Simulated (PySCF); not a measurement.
## Orbital energies and ionisation energy

C5H10GeO.
Cartesian coordinates in Å at the PBE0-D3(BJ)/def2-SVP level; atoms count from 1:
```
atom  x, y, z in Å
C1     2.6362   -0.4936   -0.0010
O2     1.5827   -0.0424   -0.7876
C3     0.3301   -0.5189   -0.3728
C4    -0.7114   -0.1377   -1.3846
C5    -1.8539    0.4518   -1.0063
C6    -2.1218    0.7586    0.4403
Ge7   -0.4088    0.2996    1.2997
H8     2.7183   -1.5996   -0.0084
H9     2.5330   -0.1729    1.0568
H10    3.5672   -0.0694   -0.4020
H11    0.3666   -1.6260   -0.2714
H12   -0.4978   -0.3560   -2.4365
H13   -2.6095    0.7147   -1.7558
H14   -2.9380    0.1346    0.8426
H15   -2.4293    1.8063    0.5875
H16    0.3940    1.5386    1.7370
H17   -0.5625   -0.6665    2.4911
```

Level: CAM-B3LYP/def2-SVPD (PySCF). Frontier orbitals with their largest atomic shares (Löwdin; up to four atoms above 4 %):

```json
{"orbital": "HOMO−3", "ε (eV)": "-10.35", "main atoms": "O2 36 %, C3 13 %, Ge7 11 %, H17 9 %"}
{"orbital": "HOMO−2", "ε (eV)": "-9.88", "main atoms": "C6 30 %, Ge7 20 %, C5 12 %, O2 7 %"}
{"orbital": "HOMO−1", "ε (eV)": "-8.83", "main atoms": "C4 28 %, C5 25 %, O2 12 %, C6 10 %"}
{"orbital": "HOMO", "ε (eV)": "-8.13", "main atoms": "?"}
{"orbital": "LUMO", "ε (eV)": "1.12", "main atoms": "Ge7 40 %, H17 9 %, H16 7 %, C6 7 %"}
{"orbital": "LUMO+1", "ε (eV)": "1.30", "main atoms": "C1 14 %, C5 12 %, Ge7 10 %, C4 9 %"}
{"orbital": "LUMO+2", "ε (eV)": "1.32", "main atoms": "C5 20 %, C4 18 %, Ge7 14 %, C6 6 %"}
```

Question: What vertical ionisation energy does ΔSCF give, and how far is −ε(HOMO) from it?

Answer: ΔSCF: 8.79 eV (848 kJ/mol; threshold wavelength 141 nm); ⟨S²⟩ of the doublet left behind is 0.756, against 0.75 for a pure doublet. −ε(HOMO) is 8.13 eV, 0.66 eV below it. In exact Kohn–Sham theory the two would be equal; CAM-B3LYP (range-separated hybrid) falls short of its own ΔSCF value by 8 %.

Question: On which atoms does the HOMO lie?

Answer: O2 (ether oxygen) 31 %, C3 (sp3 carbon bound to oxygen) 17 %, Ge7 (germanium bonded to 2 C and 2 H) 12 %, C4 (alkene CH carbon) 9 %, so no atom holds as much as 40 %. The HOMO−1 lies 0.70 eV lower.

Question: Shift the occupied levels rigidly so that −ε(HOMO) equals the ΔSCF value. What binding energies result?

Answer: The shift is +0.66 eV: HOMO 8.79, HOMO−1 9.49, HOMO−2 10.54, HOMO−3 11.01 eV. A rigid shift is only a rough guide to the deeper ionisations.

Question: What total energies stand behind the ΔSCF value?

Answer: E(N) = -2348.26352 Eh and E(N − 1) = -2347.94059 Eh at the same geometry, 0.32293 Eh apart.

The structure is a single PBE0-D3(BJ)/def2-SVP conformer in the gas phase; no vibrational or solvent corrections. The calculation is non-relativistic, for germanium too.
